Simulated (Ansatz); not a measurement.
Relaxation of the cluster Na6Pt⁻ with UKS PBE0-D4/def2-SVPD.

```sh
$ ansatz run in.yaml --threads 4 --pin off --events-out ev --progress --plain --max-ram 4787MiB
```

```yaml
crystal:
  periodic: [false, false, false]
  atoms:
    - {symbol: Pt, position_ang: [-0.597860, -1.971220, 0.099470]}
    - {symbol: Na, position_ang: [-0.276220, 2.245860, 1.644640]}
    - {symbol: Na, position_ang: [-1.046080, 2.208300, -1.375810]}
    - {symbol: Na, position_ang: [1.791170, -0.797730, 1.505860]}
    - {symbol: Na, position_ang: [-0.571390, -1.377800, -2.593940]}
    - {symbol: Na, position_ang: [-1.150950, -0.799820, 2.573120]}
    - {symbol: Na, position_ang: [1.851330, 0.492400, -1.853340]}
basis:
  gaussian: {orbitals: def2-SVPD}
total_charge: -1
magnetization: {spin_polarized: true, initial_magnetization: 1}
hamiltonian: {xc: pbe0, dispersion: d4}
scf: {lower_state_search: "off"}
output: {orbitals: {seedname: orbitals}}
relax: {f_tol: 0.02, max_steps: 100}
```

Run time 4 min (4 threads of Arm Neoverse V2 on a shared host), peak host memory 0.6 GiB.

Positions (Å) and forces (eV/Å) at steps 1, 2, 3, 4, 5, 6, 7, 8, 9, 10, 11, 12, 13, 14, 15, 16, 18, 19, 22, 23 of 23:

```xyz
7
step=1 energy=-29721.2873 eV
Pt   -0.598   -1.971    0.099    0.440    0.491    0.182
Na   -0.276    2.246    1.645    0.142    0.021    0.138
Na   -1.046    2.208   -1.376   -0.094   -0.178   -0.155
Na    1.791   -0.798    1.506   -0.165   -0.155   -0.374
Na   -0.571   -1.378   -2.594   -0.142   -0.048    0.205
Na   -1.151   -0.800    2.573   -0.220   -0.125   -0.216
Na    1.851    0.492   -1.853    0.040   -0.006    0.221
7
step=2 energy=-29721.4743 eV
Pt   -0.513   -1.844    0.094    0.369    0.399    0.074
Na   -0.201    2.241    1.653    0.140    0.016    0.099
Na   -1.113    2.097   -1.365   -0.083   -0.206   -0.095
Na    1.800   -0.829    1.472   -0.087   -0.100   -0.256
Na   -0.602   -1.370   -2.581   -0.125   -0.028    0.057
Na   -1.224   -0.782    2.510   -0.201   -0.048   -0.103
Na    1.853    0.486   -1.783   -0.013   -0.033    0.224
7
step=3 energy=-29721.6605 eV
Pt   -0.402   -1.684    0.080    0.179    0.350   -0.136
Na   -0.130    2.237    1.674    0.121   -0.008    0.043
Na   -1.167    1.975   -1.365   -0.063   -0.229   -0.013
Na    1.812   -0.853    1.429    0.120   -0.016   -0.027
Na   -0.649   -1.369   -2.594   -0.110   -0.029   -0.038
Na   -1.306   -0.770    2.467   -0.164    0.004   -0.044
Na    1.842    0.464   -1.691   -0.083   -0.071    0.215
7
step=4 energy=-29721.8423 eV
Pt   -0.321   -1.512    0.032    0.092    0.432   -0.225
Na   -0.065    2.226    1.686    0.102   -0.038   -0.005
Na   -1.213    1.858   -1.355   -0.043   -0.254    0.058
Na    1.865   -0.861    1.439    0.185   -0.009    0.121
Na   -0.702   -1.379   -2.641   -0.095   -0.044   -0.077
Na   -1.372   -0.760    2.434   -0.100    0.010   -0.068
Na    1.809    0.428   -1.594   -0.141   -0.098    0.196
7
step=5 energy=-29722.0179 eV
Pt   -0.269   -1.326   -0.018   -0.171    0.345   -0.186
Na    0.038    2.217    1.685   -0.019    0.044    0.139
Na   -1.297    1.695   -1.298   -0.184   -0.205    0.140
Na    1.901   -0.898    1.465    0.211   -0.088    0.344
Na   -0.719   -1.397   -2.702   -0.197   -0.159   -0.127
Na   -1.441   -0.719    2.382   -0.057    0.017   -0.068
Na    1.787    0.427   -1.514    0.418    0.046   -0.242
7
step=6 energy=-29722.1987 eV
Pt   -0.259   -1.140   -0.075    0.105    0.441   -0.208
Na    0.078    2.222    1.727    0.071   -0.081   -0.103
Na   -1.376    1.557   -1.222    0.083   -0.260    0.146
Na    1.937   -0.933    1.545    0.009   -0.032    0.053
Na   -0.775   -1.446   -2.762    0.015   -0.014    0.028
Na   -1.491   -0.692    2.340   -0.019    0.014   -0.080
Na    1.885    0.431   -1.553   -0.264   -0.068    0.163
7
step=7 energy=-29722.3008 eV
Pt   -0.232   -0.956   -0.133    0.169    0.109   -0.005
Na    0.126    2.215    1.724    0.067   -0.079   -0.080
Na   -1.410    1.438   -1.163   -0.125    0.103   -0.005
Na    1.938   -0.969    1.591   -0.038   -0.047    0.007
Na   -0.795   -1.480   -2.790    0.046   -0.058    0.015
Na   -1.509   -0.680    2.301   -0.005   -0.003   -0.025
Na    1.883    0.432   -1.531   -0.114   -0.026    0.093
7
step=8 energy=-29722.3903 eV
Pt   -0.191   -0.778   -0.114    0.200    0.185    0.065
Na    0.240    2.113    1.595   -0.063   -0.196   -0.140
Na   -1.594    1.434   -1.185   -0.076   -0.002    0.062
Na    1.945   -1.109    1.630    0.004   -0.074   -0.049
Na   -0.726   -1.515   -2.738    0.029    0.022    0.068
Na   -1.549   -0.668    2.295   -0.038    0.097   -0.056
Na    1.875    0.523   -1.483   -0.056   -0.032    0.050
7
step=9 energy=-29722.5024 eV
Pt   -0.095   -0.672   -0.096    0.011    0.220    0.213
Na    0.275    2.044    1.532   -0.003   -0.262   -0.151
Na   -1.760    1.372   -1.105   -0.057   -0.050    0.047
Na    2.019   -1.199    1.610   -0.005   -0.010   -0.037
Na   -0.695   -1.496   -2.681    0.010    0.018    0.055
Na   -1.668   -0.576    2.208   -0.045    0.041   -0.082
Na    1.924    0.528   -1.468    0.089    0.041   -0.045
7
step=10 energy=-29722.5575 eV
Pt   -0.014   -0.504   -0.047   -0.182   -0.071    0.219
Na    0.317    1.921    1.447    0.080   -0.043   -0.035
Na   -1.930    1.311   -1.042   -0.007   -0.035    0.020
Na    2.100   -1.286    1.585   -0.082    0.047   -0.061
Na   -0.662   -1.479   -2.592    0.025    0.021    0.080
Na   -1.810   -0.505    2.126    0.002   -0.024   -0.100
Na    1.999    0.542   -1.478    0.164    0.104   -0.123
7
step=11 energy=-29722.5889 eV
Pt   -0.002   -0.501   -0.018   -0.042   -0.013    0.085
Na    0.487    1.833    1.475    0.017    0.035    0.014
Na   -1.953    1.266   -0.977   -0.011    0.026   -0.029
Na    2.084   -1.267    1.594    0.002    0.000   -0.033
Na   -0.627   -1.531   -2.500    0.007   -0.014   -0.008
Na   -1.947   -0.462    1.987   -0.002   -0.035   -0.006
Na    1.957    0.663   -1.561    0.030    0.002   -0.021
7
step=12 energy=-29722.6042 eV
Pt   -0.042   -0.421    0.046   -0.018   -0.142   -0.048
Na    0.463    1.855    1.575    0.182    0.930    0.760
Na   -1.925    1.315   -1.045   -0.289   -0.047   -0.341
Na    2.165   -1.277    1.423    0.199   -0.381   -0.003
Na   -0.599   -1.596   -2.402   -0.002   -0.001    0.014
Na   -2.025   -0.492    1.958   -0.263   -0.242    0.046
Na    1.962    0.616   -1.554    0.192   -0.118   -0.429
7
step=13 energy=-29722.5923 eV rejected
Pt   -0.029   -0.393    0.061    0.042    0.151    0.096
Na    0.479    1.988    1.716   -0.045   -0.266   -0.199
Na   -1.962    1.292   -1.111    0.089   -0.020    0.062
Na    2.186   -1.344    1.403   -0.079    0.068   -0.030
Na   -0.591   -1.600   -2.384   -0.001    0.000    0.047
Na   -2.056   -0.527    1.949    0.060    0.034   -0.051
Na    1.974    0.584   -1.634   -0.065    0.033    0.076
7
step=14 energy=-29722.6228 eV
Pt   -0.037   -0.413    0.054    0.029    0.074    0.060
Na    0.476    1.926    1.636   -0.020   -0.155   -0.111
Na   -1.945    1.305   -1.075    0.054   -0.007    0.027
Na    2.178   -1.311    1.417   -0.050    0.039   -0.011
Na   -0.598   -1.595   -2.395    0.000    0.000    0.029
Na   -2.046   -0.515    1.955    0.033    0.019   -0.028
Na    1.972    0.603   -1.592   -0.046    0.030    0.035
7
step=15 energy=-29722.6292 eV
Pt   -0.031   -0.402    0.068    0.032    0.060    0.027
Na    0.531    1.886    1.653   -0.033   -0.104   -0.083
Na   -1.941    1.294   -1.076    0.051    0.011    0.014
Na    2.175   -1.314    1.409   -0.020    0.023   -0.010
Na   -0.584   -1.624   -2.350    0.001   -0.010    0.007
Na   -2.090   -0.497    1.911    0.028    0.013   -0.005
Na    1.940    0.657   -1.615   -0.059    0.007    0.050
7
step=16 energy=-29722.6377 eV
Pt   -0.031   -0.419    0.081    0.014    0.044   -0.002
Na    0.511    1.842    1.657   -0.011   -0.049   -0.029
Na   -1.852    1.349   -1.107    0.025   -0.022    0.020
Na    2.199   -1.312    1.383    0.004    0.018   -0.009
Na   -0.597   -1.686   -2.301    0.002    0.008   -0.004
Na   -2.102   -0.493    1.898   -0.005    0.018   -0.003
Na    1.873    0.719   -1.611   -0.028   -0.017    0.028
7
step=18 energy=-29722.6335 eV rejected
Pt   -0.037   -0.452    0.118    0.044   -0.074    0.030
Na    0.509    1.766    1.702    0.276    0.125    0.390
Na   -1.785    1.355   -1.117   -0.804    0.525   -0.492
Na    2.294   -1.262    1.313    0.010   -0.021   -0.010
Na   -0.601   -1.718   -2.273    0.114   -0.284   -0.109
Na   -2.193   -0.423    1.855   -0.053   -0.184    0.273
Na    1.813    0.734   -1.599    0.412   -0.088   -0.082
7
step=19 energy=-29722.6409 eV
Pt   -0.038   -0.439    0.105   -0.005   -0.002   -0.002
Na    0.515    1.786    1.692   -0.003    0.006    0.001
Na   -1.818    1.351   -1.116    0.018   -0.012    0.008
Na    2.264   -1.273    1.333    0.000    0.002   -0.006
Na   -0.596   -1.705   -2.286    0.002    0.007    0.002
Na   -2.165   -0.442    1.872    0.004    0.004   -0.008
Na    1.838    0.722   -1.600   -0.015   -0.006    0.006
7
step=22 energy=-29722.6412 eV
Pt   -0.045   -0.445    0.117   -0.007    0.002    0.005
Na    0.518    1.775    1.713   -0.004   -0.001   -0.006
Na   -1.803    1.353   -1.126    0.011   -0.010    0.008
Na    2.284   -1.263    1.304    0.001   -0.003    0.000
Na   -0.586   -1.715   -2.277   -0.002    0.003    0.001
Na   -2.186   -0.426    1.865    0.001    0.003   -0.005
Na    1.818    0.721   -1.595    0.000    0.006   -0.004
7
step=23 energy=-29722.6413 eV
Pt   -0.046   -0.445    0.121    0.000    0.004    0.003
Na    0.519    1.775    1.717   -0.002   -0.004   -0.004
Na   -1.801    1.352   -1.128    0.004   -0.004    0.003
Na    2.288   -1.268    1.296   -0.001   -0.001    0.000
Na   -0.582   -1.719   -2.272   -0.001    0.001    0.000
Na   -2.191   -0.421    1.861   -0.002    0.001    0.001
Na    1.813    0.726   -1.594    0.002    0.003   -0.003
```

In the def2 sets Pt takes a core potential; there is no spin–orbit coupling. The charge -1 doublet is spin-contaminated (final ⟨S²⟩ up to 1.02, 0.75 for a pure state). The relaxation made no stability test and no search for a lower SCF solution. No other spin state of charge -1 was run. The structure comes from a short search, and lower isomers may exist.
